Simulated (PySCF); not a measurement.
The same groups moved round the core (benzothiophene boryl+boryl). Gas-phase values, no solvent. One relaxed conformer stands for each flexible species; it need not be the lowest. Strings in code marks are SMILES.

The HOMO from two functionals at the same geometries (PBE0-D4/def2-SVP), both in PySCF: PBE-D3(BJ)/def2-TZVP and PBE0-D4/def2-TZVP. 

```
species              PBE0-D4/def2-TZVP (eV)
-------------------  ----------------------
`c12ccsc1cc(cc2B)B`                   -6.89
`Bc1cc(B)c2sccc2c1`                   -6.83
`Bc1cc2cccc(B)c2s1`                   -6.83
`Bc1ccc(c2c1ccs2)B`                   -6.78
`Bc1ccc2sc(B)cc2c1`                   -6.87
`Bc1csc2c(B)cccc12`                   -6.94
```

What does PBE-D3(BJ)/def2-TZVP give for each?


- `c12ccsc1cc(cc2B)B`: -6.06
- `Bc1cc(B)c2sccc2c1`: -5.99
- `Bc1cc2cccc(B)c2s1`: -5.99
- `Bc1ccc(c2c1ccs2)B`: -5.93
- `Bc1ccc2sc(B)cc2c1`: -6.04
- `Bc1csc2c(B)cccc12`: -6.13
Over these rows, drawn at random from the members with no instability flagged (it was tested for open shells, ions and some series alone), PBE minus PBE0-D4: mean +0.84 eV, from +0.81 eV to +0.85 eV.
